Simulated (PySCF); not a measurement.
Compound: C₆H₁₂O.
SMILES with atom numbers: `[CH3:1][CH2:2][O:3][CH:4]1[CH2:5][CH2:6][CH2:7]1`

Definitions: NICS(0) = −σiso at the ring centroid; NICS(1) = −σiso and NICS(1)zz = −σzz at ±1 Å along the ring normal z. Level: GIAO PBE0/pcSseg-1 (PySCF, non-relativistic, gas phase) on the GFN2-xTB geometry, one conformer.

Ring bond lengths (Å), with Mayer bond orders in brackets: C4–C5 1.537 (1.03), C5–C6 1.536 (1.05), C6–C7 1.536 (1.06), C7–C4 1.547 (1.01).

Q: What do the NICS probes read (ppm)?

A: 
| ring | type | NICS(0) | NICS(1), two faces | NICS(1)zz, two faces | rms pucker (Å) | centre to ring atoms, mean (Å) |
| --- | --- | --- | --- | --- | --- | --- |
| C4–C5–C6–C7 | 4-membered carbocycle; formal bonds all single | -0.4 | -1.5 / -0.2 | 1.7 / 5.2 | 0.08 | 1.09 |

Q: What do they say, and how far can they be read as aromaticity?

A: 
- C4–C5–C6–C7: mean NICS(1)zz 3.5 ppm, deshielded. C4, C5, C6, C7 have four or more neighbours; no verdict on aromaticity is drawn. The two faces differ by 3.5 ppm, so no symmetry operation interchanges them.

Q: What field does 14.1 T along the ring normal induce along that normal at the first NICS(1) probe listed for ring C4–C5–C6–C7, 1 Å off the ring?

A: NICSzz × B0 = 1.7 ppm × 14.1 T = 24 μT, along the applied field.

Q: What are the shieldings of the ring atoms and their hydrogens in the same run (means over atoms taken as equivalent)?

A: 
```tsv
atoms	environment	σ isotropic (ppm)	principal values of the symmetric part, first atom (ppm)
C4	sp3 carbon bound to oxygen	109.0	85.9, 88.1, 153.1
C5 (×2)	four-membered-ring carbon	152.8	134.8, 148.8, 180.9
C6	four-membered-ring carbon	173.0	162.7, 171.8, 184.7
H on C4	methine hydrogen	28.02	25.3, 28.0, 30.7
H on C5 (×2)	methylene hydrogen	29.55	26.7, 28.4, 33.4
H on C5 (×2)	methylene hydrogen	29.39	25.9, 26.8, 35.3
H on C6	methylene hydrogen	30.09	27.1, 27.3, 35.9
H on C6	methylene hydrogen	29.92	26.2, 26.9, 36.7
```

Shape of the structure used: `[CH3:1][CH2:2][O:3][CH:4]1[CH2:5][CH2:6][CH2:7]1`: C1–C2–O3–C4 72°, C2–O3–C4–C5 167°.
